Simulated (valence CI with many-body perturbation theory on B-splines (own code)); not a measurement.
Values are calculated unless marked as measured or tabulated.
## In35+: magnetic and hyperfine properties of the levels

Method: configuration interaction combined with many-body perturbation theory (CI+MBPT): four valence electrons over a frozen Dirac-Fock core [Ne], a basis of 11 s, 11 p, 9 d, 7 f, 5 g, 2 h, 1 i functions for each j, with the one-electron correlation potential Σ1, the two-electron term Σ2, the three-electron term Σ3, Breit, model QED; selected CI, second order for the rest (own B-spline code, finite nucleus).

The last digits are not significant, and no measured levels were compared; by estimate large intervals hold to a few tenths of a per cent, small ones and those within an open d or f shell to about a per cent.

A/g_I is the dipole constant over the nuclear g factor μ/I (μ in nuclear magnetons, uniformly magnetised nucleus), B/Q the quadrupole constant per barn. Both hold the static response of the core; the bare values leave it out. Large factors of s and p1/2 electrons are usually good to 5 to 10 %; those of open d and f shells near neutrality can be off by tens of per cent, and small factors of p3/2, d and f electrons come from cancelling terms and can be off by a factor of two or in sign, in half-filled shells by more. B is blank for J = 1/2, where it vanishes, and for nearly pure S terms. Energies count from the lowest level. Levels with J = 0 are left out.

Levels are named by their leading jj configuration (3d3/2^4 stands for four electrons in 3d with j = 3/2), which in mixed levels can hold well under half, so a name can repeat and another be missing. Letters in brackets count levels of one name in rising energy.

```
                         Level  E (eV)      g  A/g_I (MHz)  A/g_I bare  B/Q (MHz/b)  B/Q bare
        (3s^2 3p1/2 3p3/2) J=1   45.12  1.496       -13400      -11500        47300     46300
        (3s^2 3p1/2 3p3/2) J=2   50.71  1.204       113000      111000        68300     67000
            (3s^2 3p3/2^2) J=2   99.89  1.286        53400       53000        26100     25500
        (3s 3p1/2^2 3p3/2) J=2  132.15  1.681       264000      259000        63300     62000
        (3s 3p1/2^2 3p3/2) J=1  149.84  0.915      -145000     -140000        69400     68100
    (3s 3p1/2 3p3/2^2) J=2 [a]  172.27  1.452       158000      155000        40800     40200
        (3s^2 3p1/2 3d3/2) J=2  173.85  0.828        95600       94100         7380      8080
        (3s 3p1/2 3p3/2^2) J=3  181.66  1.302       199000      194000       -18900    -18200
        (3s^2 3p1/2 3d3/2) J=1  195.08  1.085       -12200      -10100       -23100    -22400
        (3s^2 3p1/2 3d5/2) J=2  198.93  1.076       -18100      -16300        11000     11400
        (3s^2 3p1/2 3d5/2) J=3  200.09  1.128        91700       90200        44200     44300
    (3s 3p1/2 3p3/2^2) J=1 [a]  203.26  1.134       236000      230000       -48900    -47800
    (3s 3p1/2 3p3/2^2) J=2 [b]  209.19  1.252        66900       66400         5810      6020
    (3s 3p1/2 3p3/2^2) J=1 [b]  212.82  1.349        34700       35800        31600     31100
        (3s^2 3p3/2 3d5/2) J=2  232.21  1.321       133000      130000       -69700    -68100
        (3s^2 3p3/2 3d5/2) J=4  238.66  1.246        25600       26100       116000    115000
        (3s^2 3p3/2 3d3/2) J=1  242.14  1.160        48300       48500       -37100    -36700
        (3s^2 3p3/2 3d3/2) J=2  242.36  1.065        19400       20300       -14100    -13800
        (3s^2 3p3/2 3d3/2) J=3  243.27  1.182        47600       47800        52400     52000
        (3s^2 3p3/2 3d5/2) J=1  261.03  1.273       -80100      -75700        -6530     -6260
        (3s^2 3p3/2 3d5/2) J=3  262.16  1.119        31900       32100        41700     42000
        (3s 3p1/2^2 3d3/2) J=1  262.94  0.315      -188000     -182000         5920      6280
              (3s 3p3/2^3) J=2  263.10  1.289       161000      157000       -74000    -72500
        (3s 3p1/2^2 3d3/2) J=2  265.69  1.200       194000      190000        15200     15700
              (3s 3p3/2^3) J=1  276.76  1.050       -84300      -80500        -5370     -5060
        (3s 3p1/2^2 3d5/2) J=3  279.89  1.378       147000      144000        21900     22600
        (3s 3p1/2^2 3d5/2) J=2  282.13  1.213       -20700      -18100       -18400    -17500
(3s 3p1/2 3p3/2 3d3/2) J=2 [a]  298.81  0.961        11400       12200         7340      7610
(3s 3p1/2 3p3/2 3d3/2) J=1 [a]  301.21  1.253       136000      134000       -45600    -45100
(3s 3p1/2 3p3/2 3d3/2) J=3 [a]  303.66  1.210       150000      147000       -14400    -13800
(3s 3p1/2 3p3/2 3d3/2) J=2 [b]  305.18  1.204        93700       92600       -17900    -17500
(3s 3p1/2 3p3/2 3d5/2) J=4 [a]  309.02  1.312       132000      130000        45600     45800
(3s 3p1/2 3p3/2 3d5/2) J=4 [b]  312.18  1.351       145000      143000        84700     83600
(3s 3p1/2 3p3/2 3d5/2) J=3 [a]  319.66  1.420       142000      140000        40900     40200
```

**Question.** Take the isotope of mass number 113, with I = 9/2, μ = 5.5208 μN and Q = 0.761 b. What is the hyperfine structure of (3s 3p1/2^2 3p3/2) J=1?

**Answer.** From the table A = -178000 MHz, B = 52800 MHz. Shifts from the centre of gravity in MHz: F = 7/2: 1000000, F = 9/2: 143000, F = 11/2: -788000.
